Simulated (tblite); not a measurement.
Run record: tight-binding relaxation, `CC#C[C@@H](C)N[SiH2]S`.

Computed with GFN2-xTB geometry optimisation, gas phase (tblite 0.8.0). Start geometry: from a force field or distance geometry. The command runs a driver script over a list of jobs; the input below is this job's line of settings and its coordinates in Å.

Command:
```bash
OMP_NUM_THREADS=1 python probes_run.py task.json out
```

Input:
```
{"job": {"kind": "relax", "xc": "GFN2-xTB", "basis": "xTB"}, "charge": 0, "multiplicity": 1}
C     -3.490400     1.567500    -0.377600
C     -2.265100     0.832400    -0.114600
C     -1.238800     0.206500     0.138000
C     -0.005200    -0.525500     0.440300
C     -0.081000    -1.833600    -0.324100
N      1.068200     0.323500     0.020800
Si     2.698700    -0.327700     0.284100
S      4.060900     0.800500    -0.942900
H     -3.273800     2.649900    -0.441500
H     -4.216200     1.403200     0.459100
H     -3.992500     1.222400    -1.310600
H     -0.014700    -0.788500     1.516600
H     -0.651500    -2.608000     0.233600
H      0.901000    -2.182200    -0.680200
H     -0.721600    -1.596400    -1.224200
H      0.931900     0.724300    -0.915500
H      2.788000    -1.745100    -0.040700
H      3.157400    -0.171200     1.677600
H      4.335000     2.057100    -0.390500
```

Output:
```
step      E/eV     max force
  0    -657.95906    3.134
  1    -658.00754    8.366
  2    -658.26944    1.451
  3    -658.33742    0.886
  4    -658.39871    0.487
  5    -658.45870    0.760
  6    -658.49002    0.553
  7    -658.51416    0.335
  8    -658.53237    0.319
  9    -658.55136    0.356
... (91 lines left out)
101    -658.72498    0.032
102    -658.72513    0.045
103    -658.72540    0.047
104    -658.72560    0.078
105    -658.72561    0.141
106    -658.72573    0.014
107    -658.72576    0.014
108    -658.72580    0.023
109    -658.72583    0.019
110    -658.72585    0.010
```

«max force» is the largest atomic force in eV/Å.

Task: From which step on does the largest force stay under 0.1 eV/Å, and how much energy is left to gain from there?

Result: From step 106 (0.014 eV/Å), 0.1 meV above the end.

Summary of the converged run: energy lowered by 17.7 kcal/mol over 110 steps; largest atomic force 0.010 eV/Å at the end.

Task: Where do the atoms end?

Result: 0.439 Å rms from the input after alignment:
```
atom  x, y, z in Å
C1    -3.3081    1.7168   -0.2522
C2    -2.1417    0.8855   -0.0522
C3    -1.1912    0.1799    0.1370
C4    -0.0073   -0.6531    0.2955
C5    -0.2209   -2.0097   -0.3860
N6     1.1517    0.0442   -0.2325
Si7    2.7404   -0.2677    0.3086
S8     4.0011    1.1312   -0.7261
H9    -3.0126    2.7638   -0.3118
H10   -4.0006    1.5931    0.5798
H11   -3.8114    1.4366   -1.1774
H12    0.1762   -0.8145    1.3644
H13   -1.0905   -2.5094    0.0331
H14    0.6562   -2.6359   -0.2393
H15   -0.3814   -1.8701   -1.4532
H16    1.0001    0.3508   -1.1842
H17    3.3569   -1.5558   -0.0039
H18    2.7776    0.0124    1.7403
H19    3.2957    2.2112   -0.4321
```

Task: How long does this job take on one thread, Arm Neoverse N1 (aarch64), on a shared host?

Result: About 1.6 s.
Labels such as C1 count atoms from 1, the log's own numbers from 0.
